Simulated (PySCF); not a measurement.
Compound: C6H9NSi.
Cartesian coordinates in Å at the PBE0-D3(BJ)/def2-SVP level; atoms count from 1:
```
atom  x, y, z in Å
N1     3.6895    0.9862   -0.1947
C2     2.7634    0.3097   -0.0382
C3     1.5747   -0.5214    0.1318
C4     0.3639   -0.0011   -0.6644
C5    -0.0565    1.3916   -0.2595
C6    -1.3097    1.6129    0.1615
C7    -2.2950    0.4747    0.2128
Si8   -1.2505   -0.9926   -0.3852
H9     1.3411   -0.5664    1.2084
H10    1.8335   -1.5473   -0.1770
H11    0.6377   -0.0102   -1.7348
H12    0.6783    2.2036   -0.3103
H13   -1.6278    2.6177    0.4620
H14   -2.7026    0.3353    1.2285
H15   -3.1644    0.6637   -0.4401
H16   -1.7610   -1.6268   -1.6373
H17   -1.0618   -2.0587    0.6480
```

Computed, not measured: TDDFT CAM-B3LYP/def2-SVPD, vertical, gas phase, core orbitals frozen in the response (PySCF).

Computed states:

```csv
state,E (eV),f
S1,6.82,0.012
S2,6.96,0.214
S3,7.28,0.024
S4,7.41,0.0055
S5,7.59,0.0012
S6,7.72,0.0021
S7,7.85,0.010
S8,7.88,0.014
S9,7.94,0.025
S10,8.01,0.0021
```

Broadening: Gaussians 0.3 eV wide at half height, area fixed by f = 4.319×10⁻⁹ ∫ε dν̃. The width is an assumption, not a result. The curve ends short of the highest state used, and states not computed would add to its high-energy end.

(1) What does the envelope look like, and where are its maxima?

(2) Does any computed singlet lie in the visible range?

(3) Coming from long wavelengths, where does ε first pass 100 L mol⁻¹ cm⁻¹?

(4) On this curve, what absorbance would a 10⁻³ mol/L sample give at 193 nm over a 1 cm path?

Results:

(1) 
```csv
λ (nm),ε (L mol⁻¹ cm⁻¹)
167.4,1865
167.9,2099
168.4,2329
168.9,2553
169.4,2775
169.9,3007
170.4,3270
170.9,3594
171.4,4014
171.9,4569
172.4,5298
172.9,6228
173.4,7374
173.8,8444
174.3,9949
174.8,11594
175.3,13309
175.8,15004
176.3,16580
176.8,17937
177.3,18987
177.8,19660
178.3,19911
178.8,19727
179.3,19125
179.8,18149
180.3,16867
180.8,15357
181.2,14043
181.7,12339
182.2,10636
182.7,9001
183.2,7481
183.7,6110
184.2,4908
184.7,3879
185.2,3018
185.7,2312
186.2,1747
186.7,1301
187.2,956
187.7,693
188.2,497
188.6,377
189.1,264
189.6,183
190.1,125
190.6,85
191.1,57
191.6,38
192.1,25
192.6,16
193.1,10
193.6,7
194.1,4
194.6,3
```

Maxima: 178 nm (6.95 eV), ε about 20000, made up of S2 (96%) (ε in L mol⁻¹ cm⁻¹; maxima over ε = 5, shares over 10%).

(2) No computed singlet lies in the visible range (380 to 750 nm); the lowest, at 182 nm, stands 3.56 eV above its violet end (3.26 eV).

(3) At about 190 nm (6.51 eV), 0.31 eV below S1.

(4) 193 nm is 6.424 eV, where ε is about 11 L mol⁻¹ cm⁻¹, so A = ε c l ≈ 0.011 (Beer–Lambert, with the gas-phase spectrum and the assumed width).

All these states lie below the vertical ionisation energy of 9.58 eV (ΔSCF).

The run took 4.5 min of wall time on an Arm Neoverse V1 with one thread, no GPU (shared host), and the process peaked at 1.3 GiB of memory.

One conformer stands for the species.
